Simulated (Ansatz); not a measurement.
Program: Ansatz 0.2.0.

A structure relaxed at PBE0-D4/def2-TZVP, charge 0, multiplicity 1:

```xyz
11

C    -0.082    0.237   -2.116
O    -0.467    0.024   -0.770
B     0.412    0.033    0.242
Si   -0.253   -0.287    2.128
H    -0.621    1.105   -2.500
H    -0.362   -0.639   -2.703
H     0.995    0.406   -2.194
H     1.578    0.232   -0.002
H     0.417   -1.490    2.704
H     0.110    0.868    3.000
H    -1.726   -0.490    2.211
```

Task: Give its formula and SMILES.

Result: CH7BOSi, `COB[SiH3]`.

Task: Point group (tolerance 0.08 Å, 0.16 Å for H)?

Result: Cs.

Task: Summarise the bond lengths by kind.

Result: 1 × C–O 1.416 Å; 3 × C–H 1.091 to 1.093 Å; 1 × B–O 1.341 Å; 1 × B–Si 2.025 Å; 1 × B–H 1.208 Å; 3 × H–Si 1.489 to 1.492 Å.
